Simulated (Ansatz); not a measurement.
Isolated molecules relaxed with PBE0-D4/def2-TZVP in Ansatz; ΔE leaves out vibrations. CCSD(T)/CBS adds triple-zeta CCSD(T) − MP2 to the extrapolated MP2 energy (def2 sets, frozen cores). This one scheme is used for every species. DFT in def2-TZVPP. B3LYP here is the variant with VWN-RPA as its local correlation; programs differ in this. One conformer a species, not always the lowest.

`CO[Si](O)([SiH3])Cl` → `CO[Si]O` + `[SiH3]Cl`  (silylene formation by 1,1-elimination)

`CO[Si](O)([SiH3])Cl`:

Z-matrix (Å, degrees):
```
C
O 1 1.412
H 1 1.094 2 111.1
H 1 1.095 2 111.3 3 -121.4
H 1 1.090 2 107.9 3 119.5
Si 2 1.630 1 126.5 3 56.6
Si 6 2.333 2 114.6 1 70.1
O 6 1.626 2 108.2 1 -169.0
Cl 6 2.073 2 107.1 1 -49.9
H 7 1.486 6 110.5 2 63.5
H 7 1.485 6 110.1 2 -175.2
H 7 1.488 6 108.6 2 -55.9
H 8 0.960 6 118.3 2 52.9
```

`CO[Si]O`:

Cartesian coordinates in Å:
```
C 0.176 -0.325 1.256
O -0.106 0.229 -0.011
Si 0.215 -0.534 -1.446
O -0.334 0.610 -2.492
H 0.861 0.333 1.796
H 0.634 -1.318 1.178
H -0.750 -0.412 1.829
H -0.697 1.417 -2.111
```

`[SiH3]Cl`:

```xyz
5

Si   -0.010   -0.063   -0.112
Cl    0.144    0.937    1.675
H    -1.169    0.481   -0.856
H    -0.206   -1.503    0.170
H     1.240    0.148   -0.878
```

```
             level  ΔE (kJ/mol)  difference from CCSD(T)/CBS
            PBE-D4        152.2                          3.7
         r2SCAN-D4        164.9                         16.4
           PBE0-D4        164.4                         15.9
          B3LYP-D4        143.9                         -4.6
           ωB97X-V        156.7                          8.2
           ωB97M-V        136.2                        -12.3
            B2PLYP        133.0                        -15.5
               PBE        138.0                        -10.5
            r2SCAN        160.8                         12.3
              PBE0        151.6                          3.1
             B3LYP        121.3                        -27.2
     HF/def2-TZVPP        131.0                        -17.5
    MP2/def2-TZVPP        150.2                          1.7
SCS-MP2/def2-TZVPP        139.4                         -9.1
   CCSD/def2-TZVPP        140.5                         -8.0
CCSD(T)/def2-TZVPP        142.8                         -5.7
     HF/def2-QZVPP        129.9                        -18.6
    MP2/def2-QZVPP        153.1                          4.6
SCS-MP2/def2-QZVPP        142.8                         -5.7
      HF/CBS(def2)        129.7                        -18.8
     MP2/CBS(def2)        155.9                          7.4
    CCSD/CBS(def2)        146.2                         -2.3
       CCSD(T)/CBS        148.5                            0
```

Largest T1 diagnostic among the species: 0.014.

In def2-TZVPP, CCSD(T) changes the Hartree–Fock value by +11.8 kJ/mol (the triples alone add +2.3 kJ/mol) and MP2 by +19.2 kJ/mol. The D4 term adds +22.6 kJ/mol with B3LYP and +12.8 kJ/mol with PBE0; it sums over pairs of atoms, weighted by their polarisabilities, and B3LYP, whose exchange is more repulsive, gets the larger term. From PBE to PBE0 (25 % exact exchange), in def2-TZVPP and without D4, ΔE moves by +13.6 kJ/mol.
